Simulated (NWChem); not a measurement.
Atomisation of CF

```
C
F 1 1.2719
```
Charge 0, spin multiplicity 2.

Everything below was run with NWChem. All single points use one geometry, from UB3LYP/def2-SVP, a minimum by its harmonic frequencies.

Basis set: def2-QZVP. The atomisation energy is electronic alone: no zero-point, thermal, spin-orbit or counterpoise terms. No value is extrapolated to the basis-set limit. Free atoms are single determinants with multiplicities C 3, F 2. Correlated methods freeze the same cores in atoms and molecule, 2 orbitals in all.

```csv
method,atomisation energy (kcal/mol),relative cost
PBE,145.0,1
LDA (SVWN5),167.8,under 3
PBE0,134.7,under 3
r2SCAN,134.7,under 3
B3LYP,133.8,under 3
TPSS,137.4,under 3
M06-2X,133.5,under 3
HF,80.7,under 3
MP2,136.6,5
```

The values span 87.1 kcal/mol, from HF (lowest) to LDA (SVWN5) (highest). Costs are rough ratios of processor time within this set of runs, SCF included, with PBE as 1. Costs are the molecule's.

B3LYP has NWChem's definition, with VWN1-RPA local correlation. This spin state was chosen for the runs; another may lie lower. The structure started from a generated list of species. The unpaired electrons of the parent sit in orbitals of symmetry b2 (C2v labels of the run); other states weren't searched. The stability of the SCF solutions was not checked. Open-shell Hartree-Fock references start from PBE0 orbitals; any time given for them includes that run.
